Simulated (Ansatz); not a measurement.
`S[CH2][SbH2]` + `[OH][GaH2]` → `[GaH2][O][SbH2]` + CH₃SH at 600 K and 1 bar (ligand exchange at the Sb–C bond).

Isolated molecules relaxed with PBE0-D4/def2-TZVP in Ansatz; ΔE leaves out vibrations. CBS: MP2 limit from def2 TZ/QZ plus the TZ coupled-cluster correction, frozen cores. This one scheme is used for every species. def2 core potentials past Kr. For Ga, Sb outer-core shells are correlated without core-valence functions, which leaves a few kJ/mol of doubt a bond. Scalar relativity is left out up to krypton. One conformer a species, not always the lowest.

```json
{"species": "`S[CH2][SbH2]`", "CCSD(T)/CBS energy (Eh)": "-678.82327", "H − E (kJ/mol)": "180.2", "S (J/(mol·K))": "404.1"}
{"species": "`[OH][GaH2]`", "CCSD(T)/CBS energy (Eh)": "-2000.92981", "H − E (kJ/mol)": "103.5", "S (J/(mol·K))": "310.5"}
{"species": "`[GaH2][O][SbH2]`", "CCSD(T)/CBS energy (Eh)": "-2241.53579", "H − E (kJ/mol)": "130.8", "S (J/(mol·K))": "421.4"}
{"species": "CH₃SH", "CCSD(T)/CBS energy (Eh)": "-438.22835", "H − E (kJ/mol)": "152.3", "S (J/(mol·K))": "296.8"}
```

H − E and S are ideal-gas, rigid-rotor, harmonic terms from PBE0-D4/def2-TZVP, for one conformer and one mirror image of each species. 1 Eh = 2625.50 kJ/mol, R = 8.31446 J/(mol·K).

**Question.** By hand: ΔE, ΔH, ΔS and ΔG.

**Answer.** ΔE = (-2241.53579) + (-438.22835) − (-678.82327) − (-2000.92981) = -0.01106 Eh = -29.0 kJ/mol. Δ(H − E) = 130.8 + 152.3 − 180.2 − 103.5 = -0.6, so ΔH = -29.6 kJ/mol. ΔS = 421.4 + 296.8 − 404.1 − 310.5 = 3.6 J/(mol·K). ΔG = -29.6 − 600 × (3.6)/1000 = -31.8 kJ/mol.

**Question.** By hand: the equilibrium constant, and the temperature at which ΔG would vanish if ΔH and ΔS stayed fixed.

**Answer.** log₁₀ K = −ΔG/(RT ln 10) = 2.8. ΔH and −TΔS have one sign here, so there is no such temperature.

The number of gas molecules stays the same, so ΔS is small and ΔH decides. A doubt of 5 kJ/mol in ΔE shifts log₁₀ K by 0.4 here. Other conformers and mirror images would add mixing entropy, several J/(mol·K) or more a flexible species. Modes under 60 cm⁻¹, often nearly free rotors, make the harmonic entropy too high. These are equilibria of isolated gas molecules and say nothing of rates. Largest T1 diagnostic: 0.016 (customary marks: 0.02 for closed shells, 0.045 for open ones).

ΔS is within the doubt of such terms, so its sign, and with it that verdict, could turn.
